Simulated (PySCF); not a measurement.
# Electron correlation in Xe (xenon, neutral)

Starting occupation: [Xe]. All numbers are calculated (PySCF 2.14, X2C-1e with screened-nucleus spin-orbit coupling, Gaussian nucleus, in x2c-TZVPall-2c with one added diffuse shell each of s, p, d, f type (9s10p6d3f, 90 functions)). Frozen: [Ar] 3d10; 26 electrons correlated; the 6 highest virtual spinors left out.

MP2 pair energies summed by pair of shells (mhartree):

```csv
pair,energy,share (%)
4d3/2-4d5/2,-129.06,18.6
4d5/2-4d5/2,-96.20,13.9
5p3/2-5p3/2,-44.43,6.4
4d5/2-5p3/2,-43.32,6.2
5p1/2-5p3/2,-42.45,6.1
4d3/2-4d3/2,-42.09,6.1
4d3/2-5p3/2,-27.56,4.0
4d5/2-4p3/2,-26.67,3.8
4d5/2-5p1/2,-23.19,3.3
5p3/2-5s1/2,-20.96,3.0
4d5/2-5s1/2,-20.76,3.0
4d3/2-4p3/2,-18.05,2.6
4d3/2-5p1/2,-15.90,2.3
4p3/2-4p3/2,-13.75,2.0
4d3/2-5s1/2,-13.57,2.0
4d5/2-4p1/2,-13.43,1.9
4p1/2-4p3/2,-12.32,1.8
5p1/2-5p1/2,-11.18,1.6
4d5/2-4s1/2,-11.04,1.6
5p1/2-5s1/2,-10.67,1.5
4d3/2-4p1/2,-8.71,1.3
4d3/2-4s1/2,-7.34,1.1
4p3/2-4s1/2,-6.52,0.9
5s1/2-5s1/2,-5.72,0.8
4p3/2-5s1/2,-5.18,0.7
4p3/2-5p3/2,-4.38,0.6
4p1/2-4p1/2,-3.56,0.5
4p1/2-4s1/2,-3.29,0.5
4p3/2-5p1/2,-2.79,0.4
4s1/2-4s1/2,-2.37,0.3
```

Total MP2 correlation energy: -694.03 mhartree.

This basis was not built for core-valence correlation, so the inner-shell part is incomplete.
